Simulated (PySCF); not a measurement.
Molecule: `O[Si](C)(C)C`, C₃H₁₀OSi.

Geometry (Å), atoms numbered from 1 in this order:
```xyz
15

C    -0.302    1.380   -1.089
Si   -0.218    0.018    0.202
C    -0.681   -1.632   -0.538
C     1.506   -0.045    0.945
O    -1.357    0.292    1.405
H     0.414    1.199   -1.906
H    -0.066    2.366   -0.654
H    -1.310    1.439   -1.527
H    -0.649   -2.425    0.225
H     0.011   -1.910   -1.349
H    -1.700   -1.603   -0.954
H     2.265   -0.247    0.172
H     1.775    0.907    1.431
H     1.574   -0.841    1.703
H    -1.271    1.117    1.890
```

Geometry PBE0-D3(BJ)/def2-SVP throughout; GIAO in PySCF, gas phase, one conformer, non-relativistic; equivalent atoms averaged; basis pcSseg-1.

For orientation, KT2 gives these shifts δ (against TMS, H2O at the same level): C1/C3/C4 1.2, Si2 23.2, O5 50.5, H15 0.29, H6/H7/H8/H9/H10/H11/H12/H13/H14 0.04 ppm.

A run gave: C1/C3/C4 1.1, Si2 14.7, O5 28.5, H15 0.85, H6/H7/H8/H9/H10/H11/H12/H13/H14 0.07 ppm (shifts δ (against TMS, H2O at the same level)).

Problem. Which functional was used in that run?
A. B97-D
B. PBE0
C. mPW1PW91
D. LDA
E. HF

Solution. E. O5 tells them apart best: HF gives 28.5, mPW1PW91 gives 44.0, B97-D gives 45.7, LDA gives 64.0, PBE0 gives 45.6 ppm.
